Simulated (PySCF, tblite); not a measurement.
Compound: C5H10O2SSi.
Atom-mapped SMILES: `[CH3:1][S:2][Si@H:3]([O:4][CH:5]=[O:6])[CH:7]1[CH2:8][CH2:9]1` (hydrogens: H10, H11, H12 on C1; H13 on Si3; H14 on C5; H15 on C7; H16, H17 on C8; H18, H19 on C9)

Structure used (GFN2-xTB), in Å, numbered top down from 1:
```xyz
19
C5H10O2SSi angstrom
C      2.929   -0.369    0.612
S      2.131    1.214    1.038
Si     0.288    0.923    0.011
O     -0.494    2.326    0.460
C     -1.644    2.668   -0.061
O     -2.228    2.062   -0.907
C     -0.635   -0.591    0.639
C     -1.791   -1.163   -0.142
C     -0.512   -1.921   -0.060
H      3.072   -0.423   -0.462
H      2.314   -1.192    0.956
H      3.890   -0.383    1.114
H      0.489    0.911   -1.434
H     -2.013    3.607    0.385
H     -0.736   -0.652    1.720
H     -2.055   -0.691   -1.074
H     -2.642   -1.526    0.415
H      0.105   -1.981   -0.944
H     -0.477   -2.811    0.551
```

Jobs on this species (19 atoms, 86 electrons) with PySCF (density fitting) and tblite. Hardware of each: an Arm Neoverse N1 with one thread, on a shared host. Other jobs ran on the host; a repeat could differ by tens of per cent or more.

| level and settings | work | basis functions | SCF cycles | wall time |
| --- | --- | --- | --- | --- |
| PBE0/pcSseg-1 | shieldings, ring-centre shieldings, charges and field gradients, density and orbital grids written | 217 | ? | ? |
| GFN2-xTB | Hessian by finite differences | – | – | 1.5 s |
| GFN2-xTB | L-BFGS relaxation | – | – | 0.95 s |

**Question.** Fill in the missing figures.

**Answer.** 
- PBE0/pcSseg-1; shieldings, ring-centre shieldings, charges and field gradients, density and orbital grids written: 1.7 min, 14 SCF cycles

**Question.** What do all jobs in the table cost together?

**Answer.** About 1.7 min; the longest takes about 98 % of that, and about 110 times as long as the shortest.
